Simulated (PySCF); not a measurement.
# Tl(2+) (thallium, charge +2) across methods

[Xe] 4f14 5d10 6s1, 2S determinant. Computed with PySCF 2.14 in aug-cc-pVDZ-PP with ECP60MDF, with scalar relativity through the core potential.

```
 method  E (hartree)  mean ε 5d α (eV)  mean ε 5d β (eV)  mean ε 6s α (eV)  Σ⟨r²⟩ (bohr²)   ⟨S²⟩
   PBE0    -171.5534           -35.461           -35.075           -26.607          36.41  0.750
 r2SCAN    -171.6254           -33.925           -33.466           -26.001          36.29  0.751
  B97-3    -171.6010           -35.571           -35.221           -26.429          36.35  0.750
    LDA    -171.2765           -33.394           -33.063           -26.113          36.65  0.750
    PBE    -171.5775           -33.352           -32.986           -25.717          36.52  0.750
wB97M-V    -171.4815           -38.002           -37.658           -28.576          36.45  0.750
   PW91    -171.6449           -33.446           -33.081           -25.812          36.52  0.750
    UHF   -170.65366           -40.693           -40.239           -28.406          36.47  0.751
    M06    -171.5883           -35.443           -35.180           -26.385          36.36  0.750
```

Energies and moments cover only the electrons outside the core potential. Spin-orbit coupling, which splits the p, d and f shells strongly at this Z, is absent.
